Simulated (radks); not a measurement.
Values are calculated unless marked as measured or tabulated.
Problem. The neodymium ion Nd2+, configuration [Xe] 4f4. Code: a radial shooting solver on a logarithmic mesh with Libxc functionals. Model: scalar-relativistic Kohn-Sham, Slater X-alpha with alpha = 0.885, spin-polarised, spherical densities, point nucleus; open shells are filled with parallel spins first (spin-orbit coupling, left out, can overturn this in heavy ions). Some entries of the table are withheld. Estimate them.

orbital,occ.,eigenvalue (hartree),<r^2> (bohr^2)
1s down,1,-1600.695,0.0007586
1s up,1,-1600.695,0.0007586
2s up,1,-260.3644,0.01198
2s down,1,-260.3631,0.01198
2p up,3,-233.2049,0.009568
2p down,3,-233.2041,0.009568
3s up,1,-57.16559,0.08051
3s down,1,-57.10155,0.08040
3p up,3,-48.56797,0.08038
3p down,3,-48.50462,0.08024
3d up,5,-36.60644,0.06797
3d down,5,-36.55702,0.06780
4s up,1,-11.90929,0.4121
4s down,1,-11.74441,0.4117
4p up,3,-9.07861,0.4644
4p down,3,-8.91310,0.4641
4d up,5,-5.03936,(1)
4d down,5,-4.87412,(2)
5s up,1,-2.10210,2.334
5s down,1,-1.99958,2.409
5p up,3,-1.39814,3.132
5p down,3,-1.31876,3.277
4f up,4,-0.73112,1.279
4f down,0,-0.58541,1.472

Solution. 
(1) 4d up <r^2> (bohr^2): 0.5682
(2) 4d down <r^2> (bohr^2): 0.5692
